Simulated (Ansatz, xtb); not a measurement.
## Relative energy of two isomers of C4H6BNO

Structure a is `Bc1ccoc1N`, a singlet and structure b is `Bc1ccc(N)o1`, a singlet. Both are isolated molecules in the gas phase, relaxed with PBE-D3(BJ)/def2-SVP; the shapes shown needn't be the lowest conformers.

a (Å):

```
atom    x (Å)    y (Å)    z (Å)
   C  -0.5720   0.3553  -0.9211
   C   0.0042   1.6410  -0.5359
   C   1.1782   1.4033   0.1066
   C   0.3827  -0.5762  -0.4474
   B  -1.8614   0.0165  -1.6196
   N   0.4353  -1.9247  -0.5426
   O   1.4208   0.0250   0.1653
   H  -2.1602  -1.1566  -1.8163
   H  -2.6328   0.8804  -1.9965
   H  -0.4438   2.6221  -0.7295
   H   1.9478   2.0229   0.5745
   H  -0.4036  -2.3968  -0.8776
   H   1.0795  -2.4411   0.0539
```

b (Å):

```xyz
13

C    -1.1108    0.3965   -0.3833
C    -0.6946    0.7151   -1.6847
C     0.5809    0.1607   -1.9159
C     0.9097   -0.4953   -0.7195
B    -2.3492    0.7103    0.4035
N     1.9921   -1.2455   -0.3666
O    -0.0613   -0.3698    0.1893
H    -2.4923    0.3172    1.5458
H    -3.2145    1.3744   -0.1376
H    -1.2909    1.3069   -2.3897
H     1.1960    0.2122   -2.8202
H     2.1205   -1.4308    0.6287
H     2.8426   -1.1366   -0.9155
```

Quicker runs give these differences E(b) − E(a): GFN2-xTB −1.55 kcal/mol; HF/STO-3G −0.19 kcal/mol (at GFN2-xTB geometries); r2SCAN-D4/def2-SVP −2.20 kcal/mol (at GFN2-xTB geometries).

Q: Estimate E(b) − E(a) at the level CCSD(T)/def2-SVP + ΔMP2/def2-TZVPP.

A: Too close to call at this level: CCSD(T)/def2-SVP + ΔMP2/def2-TZVPP gives E(b) − E(a) = −0.22 kcal/mol.

How the difference moves with the method:

```
                             level             geometry  E(b) − E(a) (kcal/mol)  departure from the last row (kcal/mol)  job, with rough time for the two
                          GFN2-xTB             GFN2-xTB                     −1.55                                   −1.33              optimisation, 0.37 s
                         HF/STO-3G             GFN2-xTB                     −0.19                                   +0.03              single point, 0.73 s
                r2SCAN-D4/def2-SVP             GFN2-xTB                     −2.20                                   −1.98               single point, 5.4 s
               PBE-D3(BJ)/def2-SVP  PBE-D3(BJ)/def2-SVP                     −2.02                                   −1.80                optimisation, 41 s
                       HF/def2-SVP  PBE-D3(BJ)/def2-SVP                     +0.35                                   +0.57           part of the CCSD(T) run
                      MP2/def2-SVP  PBE-D3(BJ)/def2-SVP                     −0.49                                   −0.27           part of the CCSD(T) run
                  CCSD(T)/def2-SVP  PBE-D3(BJ)/def2-SVP                     +0.28                                   +0.50                      single point
CCSD(T)/def2-SVP + ΔMP2/def2-TZVPP  PBE-D3(BJ)/def2-SVP                     −0.22                                                        single point, 78 s
```

As drawn, both hold the same kinds of bond in the same numbers.

The largest departure from CCSD(T)/def2-SVP + ΔMP2/def2-TZVPP is that of r2SCAN-D4/def2-SVP, 1.98 kcal/mol. The last row adds to CCSD(T) the change of the MP2 difference between the two basis sets, here −0.50 kcal/mol.

With thermal terms from frequencies at re-optimised GFN2-xTB minima (ideal gas, soft modes damped towards free rotors, one conformer each, 298.15 K, 1 atm): the zero-point term adds +0.12 kcal/mol; ΔH is −0.11 and ΔG −0.13 kcal/mol.

The correlated steps freeze 7 core orbitals. Programs: Ansatz 0.2.0, xtb 6.7.1; the last row on 2 threads of Intel(R) Xeon(R) Processor @ 2.70GHz on a shared host.
